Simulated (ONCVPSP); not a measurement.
## PBE ONCV dataset for germanium, fully relativistic all-electron reference.

Ge (Z = 32), optimised norm-conserving Vanderbilt (ONCV), made with ONCVPSP 4.0.1 (PBE, fully relativistic). Core [Ne], reference 3s2 3p6 3d10 4s2 4p2. Waves: 3s+4s: rc 0.85 bohr, ncon 4, nbas 9, qcut 17.2 1/bohr, 3 projectors, debl 3.5 Ha; 3p+4p: rc 0.90 bohr, ncon 4, nbas 7, qcut 18.8 1/bohr, 2 projectors; 3d: rc 0.95 bohr, ncon 3, nbas 7, qcut 18.6 1/bohr, 3 projectors, debl 2 Ha. Local part: polynomial inside 0.65 bohr (lpopt 5, dvloc0 0 Ha). Core correction: polynomial model core, fcfact 0.2.

Open shells are filled in proportion to 2j + 1.

All-electron outer shells of the reference configuration (PBE, scalar-relativistic, ld1.x):

```csv
shell,level (eV),outermost node (bohr),outermost maximum (bohr)
2s,-1371.79,0.06,0.18
2p,-1198.71,–,0.14
3s,-168.49,0.26,0.54
3p,-115.62,0.23,0.54
3d,-29.31,–,0.50
4s,-11.73,0.77,1.75
4p,-3.90,0.82,2.22
```

What the tests gave:

```
Cutoffs needed             : 125 Ha and 140 Ha (the cutoffs (Ha) at which the residual kinetic energy of the hardest occupied pseudo-wave falls to 1 and 0.1 mHa per electron)
Ghost test                 : no bound ghost flagged; GHOST(+) flags only above 600 eV
Largest excitation error   : +4.7 meV (all-electron minus pseudo) for 3s2 3p6 3d10 4s1 4p0, out of 4 test configurations
rms error of d²Exc/dni dnj : 6.79 mHa without and 6.01 mHa with the model core
```

Generation and tests took about 11 s on one core of a shared server CPU.
